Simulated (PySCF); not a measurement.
## Potential energy of BeP along the bond

Set-up: basis Be def2-TZVP, P def2-TZVP; no relativity; PySCF 2.14. Energies in eV from Be + P in their ground configurations at the same level. State: ⁴Σ⁻ (quartet), unpaired electrons σ ↑, π ↑↑.

All columns are PBE0. A positive dipole means Be(−)P(+).

```
R (Å)  E (eV)  μ (D)  Mulliken charge on Be (basis-dependent)  HOMO (eV)  LUMO (eV)  Mayer bond order  ⟨S²⟩
1.785  -1.012   0.34                                    -0.12      -5.41      -3.95              1.48  3.76
1.868  -1.352   0.15                                    -0.06      -5.49      -3.79              1.42  3.76
1.951  -1.540  -0.04                                    -0.01      -5.56      -3.64              1.36  3.76
2.014  -1.606  -0.19                                     0.02      -5.61      -3.53              1.31  3.76
2.076  -1.624  -0.33                                     0.05      -5.66      -3.43              1.27  3.76
2.138  -1.604  -0.47                                     0.08      -5.71      -3.34              1.23  3.76
2.221  -1.535  -0.65                                     0.10      -5.77      -3.22              1.18  3.76
2.325  -1.402  -0.84                                     0.13      -5.83      -3.09              1.11  3.76
2.450  -1.207  -1.01                                     0.14      -5.90      -2.96              1.04  3.77
2.616  -0.933  -1.13                                     0.14      -5.99      -2.83              0.91  3.78
```

A fit through these points gives, at Re = 2.072 Å, μ = -0.32 D and dμ/dR = -2.28 D/Å; the reduced mass is 6.981 u.

**Question.** How strong is the fundamental in the double-harmonic approximation, I = 42.26·(dμ/dR)²/μred km/mol?

**Answer.** I = 42.26·(-2.28)²/6.981 = 31.5 km/mol at PBE0.

The state was picked by a PBE0 search and need not be the measured ground state.
